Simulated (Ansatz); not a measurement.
Species: CH₅NSi₂, SMILES `C1=N[SiH2][SiH2]1` with one electron removed (charge 1, multiplicity 2), formula CH$_{5}$NSi$_{2}$.

**Question.** How many basis functions does frozen-core CCSD(T)/cc-pVTZ // B3LYP-D3(BJ)/def2-TZVP (Ansatz, a quantum-chemistry and plane-wave program) use, how many core orbitals are frozen, and how many electrons are correlated?

**Answer.** 198 basis functions and 12 frozen orbitals, which leaves 21 correlated electrons. Core time is of the order of minutes.
